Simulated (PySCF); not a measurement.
**ECD: `C1[C@@H](O[C@@H](C)F)O1`, C4H7FO2**

Cartesian coordinates in Å; atom numbers follow the order of the lines, from 1:
```xyz
14

C    -2.2457    0.5122   -0.2542
C    -0.8761    0.0403   -0.7029
F    -0.4023    0.8855   -1.6825
O    -0.0159    0.0480    0.3837
C     1.2110   -0.5618    0.1875
C     2.3139   -0.1787    1.0635
O     2.2657    0.1909   -0.2901
H    -2.1491    1.4969    0.1939
H    -2.9101    0.5654   -1.1117
H    -2.6429   -0.1801    0.4809
H    -0.9091   -0.9584   -1.1773
H     1.1391   -1.5772   -0.2084
H     2.1497    0.6243    1.7702
H     3.0711   -0.9077    1.3252
```

Method used: PySCF, TDDFT CAM-B3LYP/def2-SVPD circular dichroism and optical rotation, one conformer, gas phase. Geometry: GFN2-xTB.

The molecule is flexible and this is one conformer; a measurement averages over conformers.

Q: Assign R or S to each stereocentre.

A: C2 R, C5 R.

Q: Which excitations and rotatory strengths does the calculation give?

A: Rotatory strengths R in 10⁻⁴⁰ esu² cm², velocity form and length form (origin at the centre of mass); f in length form.
```tsv
state	E (eV)	λ (nm)	f	R (velocity)	R (length)	main
1	8.24	150	0.025	-13.9	-17.6	HOMO→LUMO 0.58, HOMO→LUMO+1 0.32
2	8.44	147	0.007	+17.9	+16.5	HOMO→LUMO+3 0.58, HOMO→LUMO+6 0.12
3	8.68	143	0.014	-12.9	-10.9	HOMO−1→LUMO 0.40, HOMO→LUMO+2 0.20
4	8.75	142	0.025	+17.6	+17.9	HOMO→LUMO+2 0.37, HOMO−1→LUMO 0.31
5	9.01	138	0.013	-15.5	-15.4	HOMO−2→LUMO 0.57, HOMO−1→LUMO+1 0.25
6	9.11	136	0.049	-27.9	-27.4	HOMO−1→LUMO+3 0.25, HOMO→LUMO+1 0.11
7	9.22	134	0.008	-8.8	-7.7	HOMO−1→LUMO+2 0.39, HOMO−1→LUMO+3 0.22
8	9.24	134	0.021	+0.7	+0.5	HOMO−1→LUMO+2 0.17, HOMO→LUMO+1 0.12
9	9.35	133	0.024	+0.9	+1.2	HOMO−1→LUMO+3 0.20, HOMO→LUMO+8 0.14
10	9.57	130	0.019	-8.5	-8.9	HOMO−2→LUMO+1 0.22, HOMO−3→LUMO 0.22
11	9.66	128	0.056	+62.6	+62.1	HOMO−2→LUMO+2 0.14, HOMO−3→LUMO 0.14
12	9.79	127	0.085	-9.1	-9.3	HOMO−2→LUMO+2 0.54, HOMO−1→LUMO+4 0.09
```

Among the states computed, the strongest CD band (largest |R|) is state 11. The largest dissymmetry factor in size, g = 4R/(D+G), with D and G the electric and magnetic dipole strengths, is +0.029 for state 2 (velocity form, f = 0.008), among bands with |R| over 0.5. The mirror image has the same energies and oscillator strengths and all R with the opposite sign.
